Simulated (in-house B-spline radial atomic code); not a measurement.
Ionising Te⁺ with different functionals

Computed with an all-electron radial atomic-structure program (B-spline basis): scalar-relativistic (spin-free X2C) Hamiltonian, Fermi nucleus of rms radius 4.7423 fm, spin-polarised at highest spin, spherical fractional occupations for the functionals, the average over the highest-spin determinants for Hartree-Fock. The ionisation energy is the difference of two self-consistent energies, [Kr] 4d10 5s2 5p3 → [Kr] 4d10 5s2 5p2, without Breit or QED terms; ε is the level of the shell that loses the electron (its least bound occupied spin orbital). There is no spin-orbit coupling in this Hamiltonian.

Hybrids are left out here: with spherical fractional occupations of an open shell their exact exchange keeps a self-interaction that integer-occupation calculations don't have.

```tsv
method	rung	ΔSCF (eV)	-ε(5p) (eV)
Hartree-Fock	Hartree-Fock	18.45	18.83
LDA VWN5	LDA	18.84	14.60
LDA PW92	LDA	18.84	14.59
LDA exchange-only	LDA	17.90	13.72
PBE	GGA	18.74	14.53
PBEsol	GGA	?	?
BLYP	GGA	18.45	14.20
RPBE	GGA	18.72	14.52
PW91	GGA	18.80	14.58
BP86	GGA	18.82	14.59
AM05	GGA	18.73	14.51
OLYP	GGA	?	?
TPSS	meta-GGA	18.84	14.65
SCAN	meta-GGA	19.15	14.98
r2SCAN	meta-GGA	19.16	14.98
revTPSS	meta-GGA	18.88	14.69
```

(1) What does OLYP give?

(2) What does PBEsol give?

(3) How do they compare with the NIST value?

Results:

(1) ΔSCF 18.63 eV, and -ε(5p) = 14.40 eV.

(2) ΔSCF 18.77 eV, and -ε(5p) = 14.55 eV.

(3) NIST lists 18.6 eV ± 0.4 (measured, ground level to ground level). Errors run from -0.70 to +0.56 eV; all lie within about twice that uncertainty, so the table can't rank the methods. Hartree-Fock also lacks correlation.
